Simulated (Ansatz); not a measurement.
**H4In2NO: where a starting geometry ends**

The starting geometry of this gas-phase doublet was optimised with GFN2-xTB.

```csv
atom,x (Å),y (Å),z (Å)
In,-1.1142,-0.8617,2.1186
In,0.7512,2.5545,1.0871
N,0.4543,1.0349,-1.1941
O,-0.2002,0.8906,1.7867
H,1.1982,0.4872,-1.6161
H,0.0229,0.4445,-0.4847
H,-1.2613,-1.9808,0.2470
H,-0.2465,1.1898,-1.9127
```

Question: Predict what becomes of its bonds when it is optimised with PBE0-D3(BJ)/def2-SVP.

Answer: A new bond forms, giving a structure given below by its coordinates. Contacts that close: In1–H7 (2.19 → 1.80 Å).

The energy falls by 0.46 eV over 15 steps:

```
step  E − E(last) (eV)
   1             0.458
   3             0.131
   4             0.115
   6             0.064
   7             0.044
   9             0.015
  10             0.004
  12             0.000
  13             0.000
  15             0.000
```

Final geometry (Å):

```json
{"atom": "In", "x (Å)": "-1.1740", "y (Å)": "-0.9471", "z (Å)": "2.2719"}
{"atom": "In", "x (Å)": "0.5888", "y (Å)": "2.2459", "z (Å)": "1.1179"}
{"atom": "N", "x (Å)": "0.6243", "y (Å)": "1.3392", "z (Å)": "-1.3059"}
{"atom": "O", "x (Å)": "-0.3070", "y (Å)": "0.3492", "z (Å)": "1.0272"}
{"atom": "H", "x (Å)": "1.4710", "y (Å)": "0.9920", "z (Å)": "-1.7538"}
{"atom": "H", "x (Å)": "0.1536", "y (Å)": "0.5580", "z (Å)": "-0.8207"}
{"atom": "H", "x (Å)": "-1.7639", "y (Å)": "-2.4731", "z (Å)": "1.5332"}
{"atom": "H", "x (Å)": "0.0116", "y (Å)": "1.6950", "z (Å)": "-2.0380"}
```

No frequencies were run, so the end isn't proven a minimum. Open shells are spin-unrestricted. Atoms past krypton carry core potentials, without spin–orbit terms. Run with Ansatz 0.2.0, 87 s on 2 threads of Intel(R) Xeon(R) Platinum 8488C (Sapphire Rapids), on a shared host.
